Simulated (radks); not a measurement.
Results of a calculation; reference values are marked as such.
Trend from La to Lu: ionisation energy by Delta-SCF between NIST ground configurations, and size. Level of theory: scalar-relativistic Kohn-Sham, PBEsol, spin-polarised, spherical densities, finite nucleus; open shells are filled with parallel spins first (spin-orbit coupling, left out, can overturn this in heavy ions); Fermi nuclear charge, rms radius of each element as measured or else 0.836 A^(1/3) + 0.57 fm (a radial shooting solver on a logarithmic mesh with Libxc functionals).

species      configuration  configuration of the ion  IE (eV)  NIST (eV)       kind  -e(HOMO) (eV)
La            [Xe] 5d1 6s2                  [Xe] 5d2    5.581      5.577       exp.     3.324 (5d)
Ce        [Xe] 4f1 5d1 6s2              [Xe] 4f1 5d2    5.707      5.539       exp.     3.347 (5d)
Pr            [Xe] 4f3 6s2              [Xe] 4f3 6s1    5.398      5.470  semi-emp.     1.876 (4f)
Nd            [Xe] 4f4 6s2              [Xe] 4f4 6s1    5.445      5.525       exp.     2.586 (4f)
Pm            [Xe] 4f5 6s2              [Xe] 4f5 6s1    5.492      5.582       exp.     3.189 (4f)
Sm            [Xe] 4f6 6s2              [Xe] 4f6 6s1    5.538      5.644       exp.     3.452 (6s)
Eu            [Xe] 4f7 6s2              [Xe] 4f7 6s1    5.586      5.670       exp.     3.478 (6s)
Gd        [Xe] 4f7 5d1 6s2          [Xe] 4f7 5d1 6s1    5.966      6.150       exp.     2.988 (5d)
Tb            [Xe] 4f9 6s2              [Xe] 4f9 6s1    5.838      5.864       exp.     0.955 (4f)
Dy           [Xe] 4f10 6s2             [Xe] 4f10 6s1    5.939      5.939       exp.     1.509 (4f)
Ho           [Xe] 4f11 6s2             [Xe] 4f11 6s1    6.033      6.022       exp.     1.985 (4f)
Er           [Xe] 4f12 6s2             [Xe] 4f12 6s1    6.124      6.108       exp.     2.398 (4f)
Tm           [Xe] 4f13 6s2             [Xe] 4f13 6s1    6.213      6.184       exp.     2.756 (4f)
Yb           [Xe] 4f14 6s2             [Xe] 4f14 6s1    6.301      6.254       exp.     3.068 (4f)
Lu       [Xe] 4f14 5d1 6s2             [Xe] 4f14 6s2    5.422      5.426       exp.     1.978 (5d)

Reference values: NIST Atomic Spectra Database (exp. = measured, semi-emp. = semi-empirical, theory = theoretical value adopted there). Open shells are spherical and high-spin; term and fine-structure splittings are not resolved. Spin-orbit splitting is averaged out at the scalar-relativistic level.
